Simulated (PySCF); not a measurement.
# Radial density of Tc (technetium, neutral)

CAM-B3LYP, [Kr] 4d5 5s1 5p1, high-spin 8P determinant (an excited configuration). Calculation: PySCF 2.14, in aug-cc-pVTZ-PP with ECP28MDF (6s6p5d3f2g, 88 functions); scalar relativity through the core potential. This is the valence pseudo-density: the core potential removes the inner electrons and smooths the orbitals near the nucleus.

```
r (bohr)  4πr²ρ (e/bohr)  4πr²(ρα − ρβ)
  0.0330       2.199e-05         0.0000
  0.0555       5.407e-05         0.0000
  0.0933       0.0001878         0.0000
   0.157        0.001606         0.0005
   0.264         0.02579         0.0088
   0.444          0.6928         0.1592
   0.747           7.983         1.5685
    1.26           10.44         3.3748
    2.11           2.752         2.0716
    3.56          0.7751         0.7695
    5.98          0.1363         0.1363
    10.1        0.005158         0.0052
```

Energies and moments cover only the electrons outside the core potential.
